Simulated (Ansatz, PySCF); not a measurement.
System: C$_{4}$H, net charge 0, doublet state. SMILES: C(#[C])C#C
Coordinates optimised at B3LYP-D3(BJ)/def2-TZVP (Ansatz, a quantum-chemistry and plane-wave program):
```xyz
5

C     -2.0184    -0.1492     0.2730
C     -0.7720     0.0314     0.0542
C      0.5521     0.0411    -0.0748
C      1.7675     0.0629    -0.2006
H      2.8251     0.0827    -0.3105
```
Charge 0, spin multiplicity 2.

Property: size of the dipole moment, in D. Terms: 6-311+G** with 5d; no spin-orbit coupling; LANL2DZ all-electron up to Ne; six Cartesian d functions in 6-31G* and its kin unless marked 5d; open shells spin-unrestricted; non-relativistic; no dispersion term unless named. Ab initio and DFT rows: single points at B3LYP-D3(BJ) geometries (Ansatz).

```
level             program  size of the dipole moment (D)
----------------  -------  -----------------------------
SVWN5/6-31G*       Ansatz                           3.54
PBE/LANL2DZ        Ansatz                           3.45
BP86/6-31G* (5d)    PySCF                           3.76
B3LYP/LANL2DZ      Ansatz                           4.15
B3LYP/6-31G*       Ansatz                           4.18
B3LYP/cc-pVDZ      Ansatz                           4.28
B3LYP/6-311+G**    Ansatz                           4.46
```

No value to compare with is used here. The 7 habitual levels span 3.45 (PBE/LANL2DZ) to 4.46 D (B3LYP/6-311+G**).

The levels are drawn from those run, B3LYP/6-31G* more often than the rest, none by its result; left out are runs that failed, that the program found above a lower state of the same kind, or whose <S^2> lies over 0.5 above the pure value.
